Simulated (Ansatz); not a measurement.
Z-matrix (Å, degrees):
```
Si
O 1 1.6379
H 2 0.9696 1 116.52
O 1 1.6379 2 109.33 3 67.16
H 4 0.9696 1 116.52 2 -173.15
O 1 1.6379 2 109.33 3 -173.17
H 6 0.9696 1 116.52 2 67.17
Cl 1 2.0762 2 109.61 3 -53.00
```
Charge 0, multiplicity 1.

Method: frozen-core CCSD(T)/cc-pVTZ // PBE-D3(BJ)/def2-TZVP (Ansatz, a first-principles code).

| Item | Value |
|---|---|
| HF energy | -975.12309 Ha |
| MP2 correlation energy | -1.02520 Ha |

Problem. Estimate the CCSD correlation energy, the (T) correction, the total energy and the T1 diagnostic.

Solution. 
| Item | Result |
|---|---|
| CCSD correlation energy | -1.04692 Ha |
| (T) correction | -0.03864 Ha |
| CCSD(T) total energy | -976.20866 Ha |
| T1 diagnostic | 0.011 |
